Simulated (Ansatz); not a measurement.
H3SSb, SMILES `[SH][SbH2]`, relaxed with RKS PBE-D4/def2-SVP in Ansatz from a rough embedded geometry. The force threshold is 0.03 eV/Å; the program also tests the step.

Charge 0, multiplicity 1. Sb takes the def2 core potential.

Start:

```xyz
5

S    -1.055    0.228   -1.163
Sb    0.047   -0.194    1.042
H    -0.902   -1.134   -1.483
H     1.551   -0.411    0.308
H     0.359    1.511    1.296
```

```tsv
step	energy (eV)	largest force (eV/Å)	largest move (Å)
1	-17413.4492	0.767	0.000
2	-17413.5050	0.381	0.194
3	-17413.5236	0.144	0.050
4	-17413.5546	0.190	0.200
5 (rejected)	-17413.5523	0.454	0.173
6	-17413.5616	0.128	0.087
7	-17413.5702	0.076	0.100
8 (rejected)	-17413.5640	0.342	0.122
9	-17413.5730	0.011	0.061
10 (rejected)	-17413.5694	0.411	0.074
11	-17413.5739	0.016	0.036
12	-17413.5741	0.081	0.037
13	-17413.5748	0.003	0.031
```

End:

```xyz
5

S    -0.651    0.082   -1.397
Sb    0.157   -0.305    0.914
H    -1.498   -0.983   -1.337
H     1.840   -0.178    0.497
H     0.151    1.383    1.324
```

Hardware: 2 threads of an Arm Neoverse V1 on a shared host. Wall time 9.5 s, peak host memory 0.11 GiB.
